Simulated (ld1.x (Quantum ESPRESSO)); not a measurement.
## Transferability test, PAW potential for nitrogen (N)

ld1.x (Quantum ESPRESSO) 7.5 input, shortened:

```
&input
   title='N', zed=7., rel=1, dft='PZ', iswitch=3,
   config='[He] 2s1 2p4 3d-2'
 /
 &inputp
   pseudotype=3, lpaw=.true., tm=.true., lloc=-1, rcloc=1.40,
   nlcc=.false.,
   which_augfun='BESSEL', rmatch_augfun=0.25
 /
6
1S  1  0   2.00   0.00  0.35  0.40  0.0
2S  2  0   1.00   0.00  0.35  0.40  0.0
2P  2  1   4.00   0.00  1.35  1.70  0.0
2P  2  1   0.00   3.20  1.35  1.70  0.0
3D  3  2  -2.00   0.05  1.70  2.00  0.0
3D  3  2  -2.00   0.45  1.70  2.00  0.0
 &test
   configts(1)='1s2 2s1 2p4'
 /
```

Energies are relative to the spin-unpolarised reference configuration 1s2 2s1 2p4; without spin polarisation the order of configurations can differ from experiment. Spin-polarised rows fill each open shell by Hund’s rule, majority spin first.

```csv
valence configuration,charge,ΔE all-electron (eV),error AE − PS (meV)
1s2 2s2 2p3,0,-11.204,+13
1s2 2s2 2p2,+1,2.528,+34
1s2 2s2 2p1,+2,31.498,+49
1s2 2s0 2p5,0,11.249,+5.1
1s2 2s1 2p3,+1,13.981,+3.6
1s2 2s2 2p2.5,+0.5,-6.037,+23
1s2 2s1 2p0,+4,156.136,-45
```

(1) What are ΔE and the potential's error for 1s2 2s2 2p3 (spin-polarised)?

(2) What are ΔE and the potential's error for 1s2 2s1 2p4 (spin-polarised)?

A Bessel basis up to 400 Ry misses an occupied level by 0.03 Ry, so cutoffs and ghosts were not judged.

Results:

(1) ΔE = -14.096 eV all-electron; the error (AE − PS) is +34 meV.

(2) ΔE = -3.199 eV all-electron; the error (AE − PS) is -0.7 meV.
